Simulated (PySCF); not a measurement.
Species: C4H9PSSi.
SMILES with atom numbers: `[CH2:1]=[CH:2][C@@H:3]1[C@@H:4]([SiH3:5])[P@@H:6]1=[S:7]`

NICS = −σ at a ghost point: NICS(0) at the centroid of the ring atoms, NICS(1) 1 Å to either side along the normal of their mean plane, zz for the tensor component along that normal. Level: GIAO PBE0/pcSseg-1 (PySCF, non-relativistic, gas phase) on the GFN2-xTB geometry, one conformer.

Ring bond lengths (Å), with Mayer bond orders in brackets: C3–C4 1.557 (0.83), C4–P6 1.811 (0.85), P6–C3 1.836 (0.82).

Q: Give the NICS values of each ring in ppm.

A: 
```tsv
ring	type	NICS(0)	NICS(1), two faces	NICS(1)zz, two faces	rms pucker (Å)	centre to ring atoms, mean (Å)
C3–C4–P6	3-membered ring with P; formal bonds all single	-28.9	-5.5 / -9.3	-12.1 / -18.0	0.00	1.00
```

Q: What can be read from them?

A: 
- C3–C4–P6: mean NICS(1)zz -15.0 ppm, shielded. C3, C4, P6 have four or more neighbours, so the value isn't read as a sign of a π ring current. The two faces differ by 5.9 ppm, so no symmetry operation interchanges them. NICS(0) lies 21 ppm below the mean NICS(1).

Q: At the second NICS(1) probe listed for ring C3–C4–P6, 1 Å off the ring, how large is the induced field along the normal in 14.1 T applied along it?

A: NICSzz × B0 = -18.0 ppm × 14.1 T = -254 μT, against the applied field.

Q: Give the inner angles of the rings and the Hirshfeld charges of the ring atoms.

A: 
- C3–C4–P6: C3 63.9° (-0.065 e), C4 65.6° (-0.162 e), P6 50.5° (+0.280 e); sum 180.0° against 180° for a flat convex ring.

The values belong to the conformer `[CH2:1]=[CH:2][C@@H:3]1[C@@H:4]([SiH3:5])[P@@H:6]1=[S:7]`: C1–C2–C3–C4 -139°.
